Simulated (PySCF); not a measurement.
# `C#CC(F)=C=CF`, C5H2F2

Cartesian coordinates in Å; atom numbers follow the order of the lines, from 1:
```xyz
9

C     2.216    1.189    0.686
C     1.441    0.349    0.320
C     0.528   -0.643   -0.114
F     1.092   -1.834   -0.374
C    -0.756   -0.462   -0.268
C    -2.036   -0.265   -0.331
F    -2.651    0.166   -1.435
H     2.902    1.936    1.012
H    -2.726   -0.431    0.491
```

Theory: TDDFT CAM-B3LYP/def2-TZVPD circular dichroism and optical rotation, one conformer, gas phase in PySCF 2.14.0. Geometry: PBE0-D3(BJ)/def2-TZVP.

No stereocentre is labelled: unless the shape is locked (an allene, a helicene, a hindered biaryl), the mirror image is equally populated and a measured rotation or CD is zero.

Question: Give the optical rotatory dispersion at 633, 589.3, 546, 436, 405, 365, 355 nm.

Answer: [α] in deg dm⁻¹ (g/mL)⁻¹:
| λ (nm) | origin-invariant length gauge | modified velocity gauge | length gauge (centre of mass) | isotropic polarisability (au) |
| --- | --- | --- | --- | --- |
| 633 | +153.2 | +149.4 | +153.6 | 69.8 |
| 589.3 | +181.9 | +177.4 | +182.4 | 70.3 |
| 546 | +219.7 | +214.3 | +220.3 | 70.9 |
| 436 | +403.2 | +393.7 | +404.1 | 73.6 |
| 405 | +504.1 | +492.5 | +505.2 | 75.0 |
| 365 | +714.3 | +698.4 | +715.6 | 77.5 |
| 355 | +791.0 | +773.6 | +792.5 | 78.3 |

Question: And for the mirror image at 589.3 nm?

Answer: -181.9 deg dm⁻¹ (g/mL)⁻¹ (origin-invariant length gauge): the same size and the opposite sign.

Question: What is the molar rotation [Φ] = [α]·M/100 of the geometry above at 589.3 nm?

Answer: With M = 100.07 g/mol, +182.0 deg cm² dmol⁻¹ (origin-invariant length gauge).

The first excitation lies at 5.00 eV (248 nm) with R = +4.2 × 10⁻⁴⁰ esu² cm² (velocity form).
